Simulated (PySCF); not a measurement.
VO2Cl, SMILES [Cl][V](=[O])=[O], multiplicity 1. Atoms are numbered in the order given.

```xyz
4

V      0.4307    -0.2173     0.0000
O      1.2143     0.2291     1.2678
O      1.2143     0.2291    -1.2678
Cl    -1.7256     0.0783     0.0000
```

Coordinates come from a PBE0-D3(BJ)/def2-SVP optimisation. The spin state was assumed, not searched.

Two levels are set side by side: PBE/pcSseg-2 (PySCF) and KT2/pcSseg-2 (PySCF). GIAO shifts against H2O (¹⁷O), HCl (³⁵Cl) at the same level; non-relativistic, no solvent, atoms listed together averaged. Without spin–orbit terms, shifts of atoms bonded to Cl or Br come out too high at both levels. Differences are taken from unrounded values.

```csv
quantity,KT2,PBE,PBE minus KT2
"δ(¹⁷O) of O2, O3 (ppm)",1310.8,1328.0,17.2
δ(³⁵Cl) of Cl4 (ppm),572.9,597.3,24.4
```

Rough cost on one machine, each run with all the roots and properties that it gave: KT2 against PBE within a factor of 2.
